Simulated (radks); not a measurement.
Results of a calculation; reference values are marked as such.
Task: All-electron atom: Zr11+ in [Ar] 3d10 4s1 (the NIST ground configuration). Level of theory: scalar-relativistic Kohn-Sham, r2SCAN, spin-polarised, spherical densities, finite nucleus; open shells are filled with parallel spins first (spin-orbit coupling, left out, can overturn this in heavy ions); meta-GGA in the generalised Kohn-Sham scheme; Fermi nuclear charge, rms radius 4.2694 fm (a radial shooting solver on a logarithmic mesh with Libxc functionals). Some entries of the table are withheld. Estimate them.

orbital,occ.,eigenvalue (eV),<r> (bohr)
1s up,1,-18081.52,0.03707
1s down,1,-18081.27,0.03707
2s up,1,-2696.875,0.1624
2s down,1,-2696.744,0.1624
2p up,3,-2425.860,0.1416
2p down,3,-2425.691,0.1416
3s up,1,(1),0.4545
3s down,1,(2),0.4544
3p up,3,-526.0839,0.4571
3p down,3,-525.6534,0.4567
3d up,5,-379.7453,0.4431
3d down,5,-379.2015,0.4419
4s up,1,(3),1.058
4s down,0,(4),1.057

Result: 
(1) 3s up eigenvalue (eV): -615.6760
(2) 3s down eigenvalue (eV): -615.3083
(3) 4s up eigenvalue (eV): -228.6594
(4) 4s down eigenvalue (eV): -222.1288
